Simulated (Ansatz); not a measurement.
Calculated with Ansatz (gas phase, PBE0-D4/def2-TZVP geometries, no zero-point term in ΔE). CBS: MP2 limit from def2 TZ/QZ plus the TZ coupled-cluster correction, frozen cores. This one scheme is used for every species. Functionals use def2-TZVPP. B3LYP here is the variant with VWN-RPA as its local correlation; programs differ in this. def2 core potentials past Kr. For Sn outer-core shells are correlated without core-valence functions, which leaves a few kJ/mol of doubt a bond. One conformer a species, not always the lowest.

Consider the ligand exchange at the Sn–Cl bond: `[NH2][SnH2][Cl]` + CH₃OH → `C[O][SnH2][NH2]` + HCl.

`[NH2][SnH2][Cl]`:

Cartesian coordinates in Å:
```
N 0.231 0.951 -0.895
Sn 0.203 -0.397 0.594
Cl -1.778 -1.659 0.540
H -0.510 1.637 -0.840
H 0.207 0.540 -1.820
H 0.184 0.433 2.075
H 1.464 -1.505 0.345
```

CH₃OH:

```xyz
6

C    -0.337   -0.106    0.043
O     1.061   -0.243   -0.066
H    -0.745   -1.105    0.196
H    -0.789    0.311   -0.866
H    -0.631    0.516    0.898
H     1.442    0.627   -0.204
```

`C[O][SnH2][NH2]`:

Z-matrix (Å, degrees):
```
C
O 1 1.405
H 1 1.098 2 112.5
H 1 1.094 2 108.3 3 119.3
H 1 1.100 2 112.2 3 -122.1
Sn 2 1.963 1 119.3 3 53.6
N 6 2.017 2 105.2 1 -53.2
H 6 1.702 2 102.4 1 -173.8
H 6 1.708 2 109.3 1 61.6
H 7 1.010 6 116.0 2 -92.9
H 7 1.010 6 115.1 2 138.5
```

HCl:

```xyz
2

Cl   -0.106   -0.322   -0.542
H     0.106    0.322    0.542
```

Question: Is it downhill or uphill in electronic energy at CCSD(T)/CBS, and by how much? (Estimate.)

Answer: Ansatz gave: Uphill: ΔE = +0.79 eV.

Question: What do these levels give: PBE-D4, B3LYP-D4, PBE, PBE0, HF/def2-QZVPP, HF/CBS(def2)? (An estimate is asked.)

Answer: Computed: PBE-D4 0.84, B3LYP-D4 0.83, PBE 0.86, PBE0 0.92, HF/def2-QZVPP 0.98, HF/CBS(def2) 0.98 eV.

Largest T1 diagnostic among the species: 0.013.

From PBE to PBE0 (25 % exact exchange), in def2-TZVPP and without D4, ΔE moves by +0.05 eV. In def2-TZVPP, CCSD(T) changes the Hartree–Fock value by −0.22 eV (the triples alone add −0.03 eV) and MP2 by −0.20 eV. The D4 term adds −0.04 eV with B3LYP and −0.03 eV with PBE0; it sums over pairs of atoms, weighted by their polarisabilities, and B3LYP, whose exchange is more repulsive, gets the larger term.
